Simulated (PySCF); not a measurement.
Isomers of C3H10AsB, mass 132.009 u with the commonest isotopes. Computed with PBE0-D3(BJ)/def2-SVP geometry optimisation, gas phase (PySCF 2.14.0). One conformer each, none proved a minimum here; rigid rotors.

Problem. Order these by rotational constant C, smallest first.
A. `[AsH3+:1][BH2-:2][CH:3]1[CH2:4][CH2:5]1` with As1–B2–C3–C4 76°
B. `[BH2:1][AsH:2][CH2:3][CH2:4][CH3:5]` with H–B1–As2–C3 -150° and 40°, B1–As2–C3–C4 58°, As2–C3–C4–C5 178°
C. `[BH2:1][AsH:2][CH:3]([CH3:4])[CH3:5]` with H–B1–As2–C3 -150° and 40°, B1–As2–C3–C4 165°

Solution. A (1217 MHz), B (1282 MHz), C (1715 MHz).

Problem. Order these by rotational constant A, smallest first.
A. `[BH2:1][AsH:2][CH:3]([CH3:4])[CH3:5]` with H–B1–As2–C3 -150° and 40°, B1–As2–C3–C4 165°
B. `[AsH3+:1][BH2-:2][CH:3]1[CH2:4][CH2:5]1` with As1–B2–C3–C4 76°
C. `[BH2:1][AsH:2][CH2:3][CH2:4][CH3:5]` with H–B1–As2–C3 -150° and 40°, B1–As2–C3–C4 58°, As2–C3–C4–C5 178°

Solution. A (5250 MHz), C (7223 MHz), B (9246 MHz).

Problem. Order these by radius of gyration √(Σ m r²/M), smallest first.
A. `[AsH3+:1][BH2-:2][CH:3]1[CH2:4][CH2:5]1` with As1–B2–C3–C4 76°
B. `[BH2:1][AsH:2][CH:3]([CH3:4])[CH3:5]` with H–B1–As2–C3 -150° and 40°, B1–As2–C3–C4 165°
C. `[BH2:1][AsH:2][CH2:3][CH2:4][CH3:5]` with H–B1–As2–C3 -150° and 40°, B1–As2–C3–C4 58°, As2–C3–C4–C5 178°

Solution. B (1.537 Å), C (1.760 Å), A (1.804 Å).

```json
{"SMILES": "B[AsH]C(C)C", "point group": "C1", "Ia (u·Å²)": "96.26", "Ib (u·Å²)": "233.02", "Ic (u·Å²)": "294.68", "κ": "-0.74", "μa (D)": "1.36", "μb (D)": "0.02", "μc (D)": "0.63"}
{"SMILES": "B[AsH]CCC", "point group": "C1", "Ia (u·Å²)": "69.97", "Ib (u·Å²)": "353.34", "Ic (u·Å²)": "394.20", "κ": "-0.95", "μa (D)": "1.45", "μb (D)": "0.23", "μc (D)": "0.19"}
{"SMILES": "[AsH3+][BH2-]C1CC1", "point group": "C1", "Ia (u·Å²)": "54.66", "Ib (u·Å²)": "388.89", "Ic (u·Å²)": "415.21", "κ": "-0.98", "μa (D)": "3.02", "μb (D)": "1.98", "μc (D)": "0.55"}
```
